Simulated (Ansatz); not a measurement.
Program: Ansatz. Geometries: PBE0-D4/def2-TZVP. ΔE: electronic, gas phase. CCSD(T)/CBS adds triple-zeta CCSD(T) − MP2 to the extrapolated MP2 energy (def2 sets, frozen cores). This one scheme is used for every species. Functionals use def2-TZVPP. For Se outer-core shells are correlated without core-valence functions, which leaves a few kJ/mol of doubt a bond. Scalar relativity is left out up to krypton. Each species was taken in one conformer, which may not be the lowest.

Consider the ligand exchange at a B–C bond: `FB([SiH3])C[SiH3]` + H₂Se → `FB([SiH3])[SeH]` + `C[SiH3]`.

`FB([SiH3])C[SiH3]`:

Cartesian coordinates in Å:
```
F 1.577 1.295 0.951
B 0.524 0.891 0.238
Si 0.662 1.072 -1.791
C -0.675 0.270 0.988
Si -0.493 -1.612 1.010
H 0.825 2.505 -2.166
H -0.557 0.549 -2.470
H 1.843 0.327 -2.309
H -1.624 0.457 0.476
H -0.742 0.600 2.030
H 0.727 -2.004 1.761
H -1.683 -2.221 1.659
H -0.386 -2.130 -0.379
```

H₂Se:

Z-matrix (Å, degrees):
```
Se
H 1 1.467
H 1 1.467 2 91.2
```

`FB([SiH3])[SeH]`:

Cartesian coordinates in Å:
```
F 1.635 0.182 1.021
B 0.723 -0.130 0.110
Si -1.195 0.508 0.290
Se 1.230 -1.213 -1.416
H -2.011 0.026 -0.855
H -1.786 -0.007 1.556
H -1.237 1.995 0.324
H 2.642 -1.362 -1.029
```

`C[SiH3]`:

Cartesian coordinates in Å:
```
C -0.908 -0.349 -0.167
Si 0.813 0.312 0.150
H -1.620 0.063 0.551
H -0.928 -1.437 -0.079
H -1.246 -0.083 -1.172
H 0.837 1.795 0.032
H 1.781 -0.248 -0.831
H 1.273 -0.053 1.517
```

```json
{"level": "B2PLYP", "ΔE (eV)": "-0.61"}
{"level": "PBE", "ΔE (eV)": "-0.63"}
```

Task: What does CCSD(T)/CBS give? (Best estimate.)

Result: Ansatz gave: -0.59 eV. The listed levels differ from it by -0.02, -0.04 eV.

Largest T1 diagnostic among the species: 0.013.

From PBE to PBE0 (25 % exact exchange), in def2-TZVPP and without D4, ΔE moves by +0.03 eV. The D4 term adds +0.04 eV with B3LYP and +0.03 eV with PBE0; it sums over pairs of atoms, weighted by their polarisabilities, and B3LYP, whose exchange is more repulsive, gets the larger term.

B3LYP here is the variant with VWN-RPA as its local correlation; programs differ in this.
